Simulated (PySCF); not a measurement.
Job for PySCF: R-HF/STO-3G on CH5BO2 (SMILES CB(O)O), a point of a torsion scan.

```python
from pyscf import gto, scf, dft, mp
from pyscf.data.elements import chemcore

mol = gto.M(
    atom='''
    C    -0.86042343    0.10909788    0.55387349
    B     0.62818416   -0.00072068   -0.04016763
    O     1.41830665    1.08545176   -0.23469333
    O     1.09679931   -1.15257897   -0.57121343
    H    -1.18845259   -0.80173467    1.05002367
    H    -1.54599903    0.29041206   -0.27186143
    H    -0.98388886    0.93056193    1.25547611
    H     1.38886632    1.76903425    0.42990628
    H     0.50060762   -1.89913186   -0.55336238
    ''',
    basis='sto-3g',
    charge=0, spin=0, verbose=3, max_memory=1800)
mf = scf.RHF(mol)
mf.conv_tol = 1e-8
mf.max_cycle = 100
mf.kernel()
if not mf.converged:
    mf = mf.newton().run(mf.mo_coeff, mf.mo_occ)
```

Task: Predict the final total energy.

Result: -212.4730 hartree.
